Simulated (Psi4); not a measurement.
O₂ (SMILES O=O), triplet, geometry from GFN2-xTB, with bond 2-1 at 1.8 times its length; Psi4 1.11 with HF/def2-SVP.

Here is a job for Psi4.
```
memory 2 GB

molecule {
0 3
O    -0.00000000   -0.00000000   -0.60491107
O     0.00000000    0.00000000    1.57276878
}

set {
  basis def2-svp
  reference uhf
  stability_analysis follow
  scf_type pk
}

energy('scf')
print_variables()
```

Output, abridged:

```
   => Loading Basis Set <=

    Name: DEF2-SVP
    Role: ORBITAL
    Keyword: BASIS

         ---------------------------------------------------------
                                   SCF
               by Justin Turney, Rob Parrish, Andy Simmonett
                          and Daniel G. A. Smith
                              UHF Reference
         ---------------------------------------------------------

  ==> Geometry <==

    Molecular point group: d2h
    Full point group: D_inf_h

    Geometry (in Angstrom), charge = 0, multiplicity = 3:

       Center              X                  Y                   Z               Mass
    ------------   -----------------  -----------------  -----------------  -----------------
         O            0.000000000000     0.000000000000    -1.088839925000    15.994914619570
         O            0.000000000000     0.000000000000     1.088839925000    15.994914619570

  Running in d2h symmetry.

  Rotational constants: A = ************  B =      0.44448  C =      0.44448 [cm^-1]
  Rotational constants: A = ************  B =  13325.30639  C =  13325.30639 [MHz]
  Nuclear repulsion =   15.552029598326866

  Charge       = 0
  Multiplicity = 3
  Electrons    = 16
  Nalpha       = 9
  Nbeta        = 7

  ==> Algorithm <==

  SCF Algorithm Type is PK.
  DIIS enabled.
  MOM disabled.
  Fractional occupation disabled.
  Guess Type is SAD.
  Energy threshold   = 1.00e-06
  Density threshold  = 1.00e-06
  Integral threshold = 1.00e-12

  ==> Primary Basis <==

  Basis Set: DEF2-SVP
    Blend: DEF2-SVP
    Number of shells: 12
    Number of basis functions: 28
    Number of Cartesian functions: 30
    Spherical Harmonics?: true
    Max angular momentum: 2

  ==> Integral Setup <==

  Using in-core PK algorithm.
   Calculation information:
      Number of atoms:                   2
      Number of AO shells:              12
      Number of primitives:             24
      Number of atomic orbitals:        30
      Number of basis functions:        28

      Integral cutoff                 1.00e-12
      Number of threads:                 1

  Performing in-core PK
  Using 165242 doubles for integral storage.
  We computed 2985 shell quartets total.
  Whereas there are 3081 unique shell quartets.

  ==> DiskJK: Disk-Based J/K Matrices <==

    J tasked:                  Yes
    K tasked:                  Yes
    wK tasked:                  No
    Schwarz Cutoff:          1E-12

  Minimum eigenvalue in the overlap matrix is 1.4257841773E-01.
  Reciprocal condition number of the overlap matrix is 6.9816949470E-02.
    Using symmetric orthogonalization.

  ==> Pre-Iterations <==

  SCF Guess: Superposition of Atomic Densities via on-the-fly atomic UHF (no occupation information).

   -------------------------
    Irrep   Nso     Nmo
   -------------------------
     Ag         7       7
     B1g        1       1
     B2g        3       3
     B3g        3       3
     Au         1       1
     B1u        7       7
     B2u        3       3
     B3u        3       3
   -------------------------
    Total      28      28
   -------------------------

  ==> Iterations <==

                        Total Energy        Delta E     RMS |[F,P]|

   @UHF iter SAD:  -147.66749127718819   -1.47667e+02   0.00000e+00
   @UHF iter   1:  -149.03352208483898   -1.36603e+00   1.81039e-02 ADIIS/DIIS
   @UHF iter   2:  -149.06336881202208   -2.98467e-02   6.86009e-03 ADIIS/DIIS
   @UHF iter   3:  -149.06930172443779   -5.93291e-03   2.48981e-03 ADIIS/DIIS
   @UHF iter   4:  -149.07005989674369   -7.58172e-04   6.54555e-04 ADIIS/DIIS
   @UHF iter   5:  -149.07011696802837   -5.70713e-05   1.61407e-04 ADIIS/DIIS
   @UHF iter   6:  -149.07012125958366   -4.29156e-06   7.48934e-05 DIIS
   @UHF iter   7:  -149.07012256240830   -1.30282e-06   1.66149e-05 DIIS
   @UHF iter   8:  -149.07012261766423   -5.52559e-08   2.07772e-06 DIIS
   @UHF iter   9:  -149.07012261822817   -5.63944e-10   2.54521e-07 DIIS
  Energy and wave function converged.

    Wavefunction stable under totally symmetric rotations.
    Lowest totally symmetric eigenvalue: 0.461342
    Lowest UHF->UHF stability eigenvalues:
     B1u -0.408270       Au -0.377929      B2g -0.332391      B3g -0.332391
     B3u 0.053937       B2u 0.053937        Ag 0.461342       B1g 0.994410

    Stability analysis over.

  ==> Post-Iterations <==

   @Spin Contamination Metric:   4.585176642E-02
   @S^2 Expected:                2.000000000E+00
   @S^2 Observed:                2.045851766E+00
   @S   Expected:                1.000000000E+00
   @S   Observed:                1.000000000E+00

    Orbital Energies [Eh]
    ---------------------

    Alpha Occupied:

[...]
    Alpha Virtual:

[...]
       7B1u    3.004639

    Beta Occupied:

[...]
       1B3u   -0.369603

    Beta Virtual:

[...]
    Final Occupation by Irrep:
             Ag   B1g   B2g   B3g    Au   B1u   B2u   B3u
    DOCC [     3,    0,    0,    0,    0,    2,    1,    1 ]
    SOCC [     0,    0,    1,    1,    0,    0,    0,    0 ]
    NA   [     3,    0,    1,    1,    0,    2,    1,    1 ]
    NB   [     3,    0,    0,    0,    0,    2,    1,    1 ]

  @UHF Final Energy:  -149.07012261822817

   => Energetics <=

    Nuclear Repulsion Energy =             15.5520295983268664
    One-Electron Energy =                -236.4745601745379986
    Two-Electron Energy =                  71.8524079579829618
    Total Energy =                       -149.0701226182281687

  UHF NO Occupations:
  HONO-2 :    1B2u 1.9901110
  HONO-1 :    1B3g 1.0000000
  HONO-0 :    1B2g 1.0000000
  LUNO+0 :    2B3u 0.0098890
  LUNO+1 :    2B2u 0.0098890
  LUNO+2 :    3B1u 0.0015683
  LUNO+3 :    4 Ag 0.0013641

Computation Completed

Properties will be evaluated at   0.000000,   0.000000,   0.000000 [a0]

Properties computed using the SCF density matrix

 Multipole Moments:

 ------------------------------------------------------------------------------------
     Multipole            Electronic (a.u.)      Nuclear  (a.u.)        Total (a.u.)
 ------------------------------------------------------------------------------------

 L = 1.  Multiply by 2.5417464519 to convert [e a0] to [Debye]
 Dipole X            :          0.0000000            0.0000000            0.0000000
 Dipole Y            :          0.0000000            0.0000000            0.0000000
 Dipole Z            :          0.0000000            0.0000000            0.0000000
 Magnitude           :                                                    0.0000000

 ------------------------------------------------------------------------------------

  Variable Map:
  ----------------------------------------------------------------------------
[...]
[...]
```
